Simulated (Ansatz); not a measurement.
Reaction (formal loss of a carbene): `C[O][SnH2][SH]` → `[CH2]` (triplet) + `[OH][SnH2][SH]`

Calculated with Ansatz (gas phase, PBE0-D4/def2-TZVP geometries, no zero-point term in ΔE). CBS: MP2 limit from def2 TZ/QZ plus the TZ coupled-cluster correction, frozen cores. This one scheme is used for every species. Triplets are unrestricted, without spin–orbit coupling. Elements past krypton have def2 core potentials. For Sn outer-core shells are correlated without core-valence functions, which leaves a few kJ/mol of doubt a bond. Each species was taken in one conformer, which may not be the lowest.

| level | ΔE (eV) |
| --- | --- |
| SCS-MP2/def2-TZVPP | 3.88 |
| CCSD(T)/def2-TZVPP | 3.75 |
| HF/def2-QZVPP | 2.42 |
| SCS-MP2/def2-QZVPP | 3.95 |

Problem. What does CCSD(T)/CBS give? (Best estimate.)

Solution. The calculation gave: +3.85 eV. The listed levels differ from it by 0.03, -0.10, -1.43, 0.10 eV.

Largest T1 diagnostic among the species: 0.013.

In def2-TZVPP, CCSD(T) changes the Hartree–Fock value by +1.33 eV (the triples alone add +0.11 eV) and MP2 by +1.41 eV. The D4 term adds +0.10 eV with B3LYP and +0.05 eV with PBE0; it sums over pairs of atoms, weighted by their polarisabilities, and B3LYP, whose exchange is more repulsive, gets the larger term.

B3LYP here is the variant with VWN-RPA as its local correlation; programs differ in this.
